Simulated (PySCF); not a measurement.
An unknown is described by computed data only.

Formula: C2H7BNP.

* Triplet: lowest triplet excitation (Tamm–Dancoff): 4.37 eV [TDA CAM-B3LYP/def2-SVPD]
* Rotational structure: rotational constants A, B, C: 11.679, 1.504, 1.375 GHz [PBE0-D3(BJ)/def2-SVP]
* NMR, other nuclei: isotropic shieldings of nuclei other than C and H, by class: 130 (1 B), 23 (1 N), 491 (1 P) ppm [GIAO CAM-B3LYP/pcSseg-2]
* UV, strongest line: among the 10 lowest singlet transitions: S9 at 6.96 eV (178 nm, f = 0.263) [TDDFT CAM-B3LYP/def2-SVPD]
* Polarisability: 82.7 au [CAM-B3LYP/def2-SVPD]
* 13C NMR: chemical shifts (computed TMS as zero) by class: 123.2 (1 C), 0.9 (1 C) ppm [GIAO CAM-B3LYP/pcSseg-2]
* Valence photoelectron: vertical ionisation energy: 8.23 eV [ΔSCF CAM-B3LYP/def2-SVPD]
* UV, first state: lowest singlet excitation: 4.93 eV (252 nm, f = 0.001) [TDDFT CAM-B3LYP/def2-SVPD]

Electronic properties: PySCF, gas phase, density fitting. Levels stand in brackets. Isolated species at its PBE0-D3(BJ)/def2-SVP geometry (one conformer only). Each NMR value is the plain mean over a class of atoms that symmetry, rotation or inversion makes alike.

**Question.** Give a SMILES that accounts for the data.

**Answer.** Numbering: `[CH3:1][C:2]#[N+:3][BH2-:4][PH2:5]`. 2 carbons fall into 2 classes; from least to most shielded: triply bonded carbon [C2] (123.2 ppm), methyl carbon [C1] (0.9 ppm). The other shieldings belong to: 130 ppm, four-coordinate boron [B4]; 23 ppm, nitrogen bonded to B and C [N3]; 491 ppm, three-coordinate phosphorus [P5]. The first electron is taken from the HOMO, whose largest Löwdin shares are 0.64 on the three-coordinate phosphorus, 0.12 on the four-coordinate boron and 0.07 on each of 2 atoms of one kind (P–H hydrogen). The optimised geometry has point group Cs and is an asymmetric top. Structure: `CC#[N+][BH2-]P`. Computed isomers that give other values at the same levels: `C[B@@H-]([PH3+])C#N` (lowest singlet excitation: 6.82 eV (182 nm, f = 0.006)). The assignments are read from this structure; whether some other isomer fits the data as well wasn't checked.

Conformer computed: `[CH3:1][C:2]#[N+:3][BH2-:4][PH2:5]`: H–P5–B4–N3 47°, H–P5–B4–N3 -48°.
